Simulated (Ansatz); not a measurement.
```yaml
crystal:
  periodic: [false, false, false]
  atoms:
    - {symbol: C, position_ang: [-0.792326, -1.442325, 1.572017]}
    - {symbol: C, position_ang: [-0.274783, -0.630855, 0.668904]}
    - {symbol: C, position_ang: [0.263989, 0.778848, 0.717208]}
    - {symbol: C, position_ang: [0.023721, 0.856453, -0.817459]}
    - {symbol: C, position_ang: [1.069207, 1.431537, -1.633719]}
    - {symbol: N, position_ang: [1.917157, 1.874001, -2.273073]}
    - {symbol: C, position_ang: [-0.138709, -0.690264, -0.833715]}
    - {symbol: H, position_ang: [-1.185666, -2.414481, 1.296735]}
    - {symbol: H, position_ang: [-0.841450, -1.162737, 2.618578]}
    - {symbol: H, position_ang: [1.330338, 0.810322, 0.954876]}
    - {symbol: H, position_ang: [-0.260608, 1.509426, 1.333248]}
    - {symbol: H, position_ang: [0.783749, -1.183608, -1.150327]}
    - {symbol: H, position_ang: [0.783749, -1.183608, -1.150327]}
    - {symbol: H, position_ang: [-0.973078, -1.089680, -1.410548]}
basis:
  gaussian: {orbitals: cc-pVTZ}
hamiltonian: {xc: {name: RPBE}}
accuracy: high
scf: {lower_state_search: light}
output: {forces: true}
```

```sh
$ ansatz run in.yaml --threads 2 --pin off --events-out ev --progress --plain --max-ram 31744MiB --backend cuda --devices 0, --max-vram 18GiB
```

Q: How does Ansatz answer? (Best estimate.)

A: Computed: The input was rejected before any iteration.
```
Error: two nuclei lie on one point
```
